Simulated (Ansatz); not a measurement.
A nudged elastic band was laid between two geometries of C₂H₉OPSi (14 atoms, charge 0, multiplicity 1).

These are results of RKS revPBE/STO-3G in Ansatz, not measurements.

| Item | Value |
| --- | --- |
| movable images | 9 |
| climbing image | yes |
| spring | 5.0 eV/Å² |
| optimiser | quadratic models (default) |
| start path | through a guess of the saddle point |
| force threshold | 0.05 eV/Å |
| iteration limit | 47 |
| end points | relaxed |

Image 0:

```xyz
14
Properties=species:S:1:pos:R:3
C -2.222 1.030 1.079
O -1.472 -0.146 0.579
C -0.190 0.368 0.011
Si 0.811 -1.121 -0.650
P 2.736 -0.401 -1.540
H -1.674 1.582 1.888
H -2.466 1.767 0.269
H -3.177 0.639 1.502
H -0.383 1.106 -0.812
H 0.398 0.923 0.790
H 0.023 -1.793 -1.679
H 1.009 -2.069 0.447
H 3.326 -0.191 -0.260
H 3.268 -1.722 -1.595
```

Image 10:

```xyz
14
Properties=species:S:1:pos:R:3
C -2.093 1.324 0.522
O -1.220 0.405 -0.243
C -0.160 -0.070 0.695
Si 0.997 -1.274 -0.239
P 1.834 -0.334 -2.091
H -2.592 0.824 1.395
H -1.543 2.220 0.914
H -2.881 1.673 -0.184
H 0.425 0.794 1.109
H -0.611 -0.588 1.583
H 0.239 -2.470 -0.592
H 2.030 -1.682 0.715
H 2.726 0.491 -1.344
H 2.836 -1.343 -2.210
```

What changes between the two ends?

No bond is made or broken. The dihedral H9–C3–Si4–H11 goes from -62 to 172°.

What energy profile does the band end with?

The run converged. The highest image is number 5 of 0 to 10, 1.1 kcal/mol above the ends, which have the same energy within 2 meV. A vibrational analysis at the climbing image gives one clearly imaginary mode, 53i cm⁻¹: a first-order saddle point. Limits of this set-up: minimal basis.

```tsv
image	path coordinate (Å)	energy (kcal/mol)	dihedral H9–C3–Si4–H11 (°)
0	0.00	0.0	-62
1	0.53	0.1	-74
2	1.06	0.3	-86
3	1.59	0.7	-98
4	2.12	0.9	-111
5	2.65	1.1	-125
6	3.18	1.0	-138
7	3.70	0.7	-152
8	4.23	0.4	-164
9	4.76	0.1	-177
10	5.28	0.0	172
```

What is the geometry of the highest image?


```xyz
14
Properties=species:S:1:pos:R:3
C -2.274 1.126 0.779
O -1.542 0.013 0.129
C -0.092 0.227 0.415
Si 0.907 -1.198 -0.397
P 2.301 -0.401 -1.959
H -2.133 1.146 1.892
H -1.977 2.132 0.380
H -3.355 0.963 0.561
H 0.245 1.225 0.027
H 0.097 0.250 1.521
H -0.034 -2.130 -1.011
H 1.609 -1.924 0.663
H 3.179 0.152 -0.982
H 3.056 -1.609 -1.987
```

What are the harmonic wavenumbers there?

53i, 89, 109, 179, 222, 254, 391, 510, 546, 735, 797, 827, 900, 934, 967, 978, 1082, 1130, 1147, 1215, 1251, 1339, 1395, 1544, 1604, 1634, 1646, 2557, 2608, 2657, 2700, 3117, 3122, 3209, 3249, 3340 cm⁻¹.

Time of the run: 2.4 min on 1 thread of Arm Neoverse V2 (shared host), peak memory 0.1 GiB.
